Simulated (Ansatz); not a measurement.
Geometry optimisation, RKS r2SCAN-D4/def2-SVP (Ansatz 0.2.0).

The input (input.yaml):

```yaml
crystal:
  periodic: [false, false, false]
  atoms:
    - { symbol: "N", position_ang: [-0.63959, 1.51303, 0.15592] }
    - { symbol: C, position_ang: [-0.80643, 0.05612, 0.1145] }
    - { symbol: Si, position_ang: [0.58035, -0.9753, 0.10972] }
    - { symbol: Cl, position_ang: [0.00353, -3.10173, 0.15762] }
    - { symbol: H, position_ang: [0.23359, 1.86103, -0.23499] }
    - { symbol: H, position_ang: [-1.40302, 1.92667, -0.37639] }
    - { symbol: H, position_ang: [2.03158, -1.27983, 0.07362] }
total_charge: -1
basis:
  gaussian: { orbitals: def2-SVP }
hamiltonian:
  xc: r2scan
  dispersion: d4
relax:
  f_tol: 0.015
  max_steps: 40
```

Command:

```bash
$ ansatz run input.yaml --threads 1 --pin off --max-ram 2048MiB --backend cpu --events-out ev --progress --plain --runs-dir out
```

Task: Where does it end, and by what steps?

Result: The run converged. The force dipped under the threshold on the way, but the program's further checks kept it going. Limits of this set-up: an anion without diffuse functions, the dipole of an ion depends on the origin. After 20 steps the energy has fallen by 0.772 eV; H7 moved furthest, 0.76 Å.

```csv
step,energy less start (eV),largest force component (eV/Å),accepted
0,0.0000,1.710,yes
1,-0.1603,1.235,yes
2,-0.2097,1.396,yes
3,-0.3781,0.775,yes
4,-0.5250,1.099,yes
5,-0.5885,1.060,yes
6,-0.6577,0.752,yes
7,-0.6657,0.665,yes
8,-0.6877,0.920,yes
9,-0.7480,0.528,yes
10,-0.7610,0.255,yes
11,-0.7586,0.440,no
12,-0.7667,0.043,yes
13,-0.7703,0.139,yes
14,-0.7645,0.341,no
15,-0.7715,0.055,yes
16,-0.7713,0.066,no
17,-0.7719,0.012,yes
18,-0.7721,0.017,yes
19,-0.7721,0.013,yes
20,-0.7721,0.006,yes
```

```xyz
7
Properties=species:S:1:pos:R:3
N -0.548 1.269 -0.061
C -0.842 -0.020 -0.106
Si 0.552 -1.165 -0.597
Cl 0.046 -3.064 0.437
H 0.405 1.691 -0.119
H -1.267 1.990 0.051
H 1.654 -0.701 0.396
```

Whether the end is a true minimum wasn't checked by a vibrational analysis.

Run time: 2.7 min on 1 thread of Intel(R) Xeon(R) Processor @ 2.50GHz (Skylake/Cascade Lake), on a shared host, peak memory 0.17 GiB.
